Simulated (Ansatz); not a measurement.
Spectroscopic constants of ScH, multiplicity 3 (not the ground state: that is measured with 2S+1 = 1). No spin–orbit coupling. Sc is treated without relativity.

The constants come from a fifth-degree fit in 1/R (seven points, main isotopes). In def2 and cc sets the state is the lowest found near the PBE0 minimum, followed along R.

The values were computed with Ansatz (a first-principles code) with Gaussian orbitals. Values without a source in brackets are computed.

Energies at PBE/def2-TZVPP:

| R (Å) | E (hartree) |
|---|---|
| 1.719554 | -760.97091876 |
| 1.765778 | -760.97247691 |
| 1.808305 | -760.97321153 |
| 1.856378 | -760.97335070 |
| 1.904452 | -760.97286457 |
| 1.959921 | -760.97165409 |
| 2.024636 | -760.96952529 |

Task: With a reduced mass of 0.9857 u, find the minimum, the force constant and the constants.

Result: A fifth-degree polynomial in 1/R puts the minimum at r_e = 1.8420 Å with force constant 124 N/m. Then ω_e = (1/2πc)√(k/μ) = 1460 cm⁻¹ and B_e = h/(8π²cμr_e²) = 5.040 cm⁻¹; the cubic and quartic terms give α_e = 0.12 and ω_e x_e = 21 cm⁻¹.
